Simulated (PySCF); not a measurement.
[Pb(OH)3]+ at several levels of theory

Computed with PySCF 2.14.0 (density fitting, no spin-orbit coupling) at the geometry relaxed with PBE0:

```xyz
7
[Pb(OH)3]+ (singlet)
Pb    0.0000    0.0000    0.1202
O     2.0031    0.3390    0.1203
H     2.4995   -0.5016    0.1205
O    -1.2951    1.5652    0.1203
H    -0.8154    2.4154    0.1205
O    -0.7080   -1.9042    0.1203
H    -1.6841   -1.9139    0.1205
```

```json
{"level": "PBE0", "basis": "Pb def2-SVP with ECP60, O def2-SVP, H def2-SVP", "state": "singlet", "HOMO (eV)": "-15.05", "gap (eV)": "5.01", "charge on Pb1 (e)": "1.30", "dipole about the centre of mass (D)": "0.00", "largest force component (eV/Å)": "0.00"}
{"level": "revPBE", "basis": "the same", "state": "singlet", "HOMO (eV)": "-13.13", "gap (eV)": "2.38", "charge on Pb1 (e)": "1.17", "dipole about the centre of mass (D)": "0.00", "largest force component (eV/Å)": "0.94"}
{"level": "BLYP", "basis": "the same", "state": "singlet", "HOMO (eV)": "-13.05", "gap (eV)": "2.33", "charge on Pb1 (e)": "1.13", "dipole about the centre of mass (D)": "0.00", "largest force component (eV/Å)": "1.01"}
```

Charges are Mulliken's, which hang on the basis. The relaxation used the grid (50, 194), these runs (75, 302) or, all-electron (x2c bases, spin-free X2C Hamiltonian), (99, 590).

(1) What does PBE0 with Pb def2-TZVP with ECP60, O def2-TZVP, H def2-TZVP give here?

Answers

(1) state singlet, HOMO (eV) -15.19, gap (eV) 5.05, charge on Pb1 (e) 1.38, dipole about the centre of mass (D) 0.00, largest force component (eV/Å) 0.61. Time: 7.3 s on 2 threads of Arm Neoverse V2, with other jobs on the host, from free ions and atoms.
